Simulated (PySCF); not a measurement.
# Fine-structure interval of Sr¹¹⁺ by level of theory

Sr¹¹⁺ [Ar] 3d9 [3d3/2^4 3d5/2^5, M_J = 5/2] → Sr¹¹⁺ [Ar] 3d9 [3d3/2^3 3d5/2^6, M_J = 3/2], as a difference of total energies. Computed with PySCF 2.14 in an even-tempered Gaussian basis (17 s from 0.76 bohr⁻², ratio 2.8; 13 p from 0.98 bohr⁻², ratio 2.8; 9 d from 0.98 bohr⁻², ratio 2.8; 4 f from 5.9 bohr⁻², ratio 3), with the two-component X2C-1e Hamiltonian. Correlated levels: [Ne] frozen; the 86 highest virtual spinors dropped. "Screened" scales the spin-orbit matrix elements by Boettger's factors to mimic the two-electron term; Breit and QED terms are absent.

```json
{"method": "GHF (screened spin-orbit)", "fine-structure interval (cm⁻¹)": "15410"}
{"method": "GMP2 (screened spin-orbit)", "fine-structure interval (cm⁻¹)": "15421"}
{"method": "GHF (bare spin-orbit)", "fine-structure interval (cm⁻¹)": "20935"}
```
